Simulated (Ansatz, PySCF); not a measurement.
Potential energy curve for SiH (cation, charge +1), singlet. Each curve is given relative to its own lowest point near equilibrium.

```
R / Å     A      B     C      D
-----  ----  -----  ----  -----
1.23   23.3   23.0  25.7   25.1
1.31   10.4   10.1  11.8   11.3
1.38    3.9    3.6   4.7    4.3
1.42    1.7    1.5   2.3    2.0
1.45    0.7    0.6   1.1    0.9
1.52    0.0    0.0   0.0    0.0
1.57    0.6    0.8   0.4    0.6
1.63    2.3    2.7   2.0    2.3
1.64    2.7    3.1   2.3    2.7
1.77    9.1   10.0   8.5    9.1
1.84   13.4   14.7  12.7   13.4
2.06   28.3   31.2  27.7   28.8
2.29   43.3   48.7  43.4   45.9
2.51   55.4   63.9  56.1   62.0
2.74      —   77.5  64.2   77.7
3.00      —   89.5  69.2   93.7
3.33      —  100.0  72.4  110.8
3.79      —  106.6  74.4  129.0
4.18      —  106.5  75.2  140.0
4.59      —  102.4  75.6  148.0
5.35      —   88.7  76.0  156.5
6.00      —   74.6  76.0  160.1
```

Energies in kcal/mol.

Match the curves with the methods Ansatz (a first-principles code) with CCSD on RHF/cc-pVTZ, frozen core; PySCF with restricted Hartree-Fock/3-21G; MP2 on RHF/cc-pVTZ, frozen core run with Ansatz; unrestricted B3LYP/6-31G*, spherical d (PySCF 2.14.0).

A is RCCSD; B is RMP2; C is UKS-B3LYP/6-31G*; D is RHF/3-21G.

Dashes: no converged value, or the column stops at the first point that the program doubted or that broke a chosen test of continuity, which isn't proof of a fault.

The T1 diagnostic of CCSD on the restricted reference of RCCSD, RMP2 exceeds 0.045 at 3.00 to 6.00 Å. The restricted form behind RHF/3-21G, RMP2 keeps the bonding electrons paired and can't separate into open-shell fragments. The unrestricted determinant behind UKS-B3LYP/6-31G* is spin-contaminated at 2.51 to 6.00 Å (<S²> up to 1.0, against 0.00 for a pure singlet).
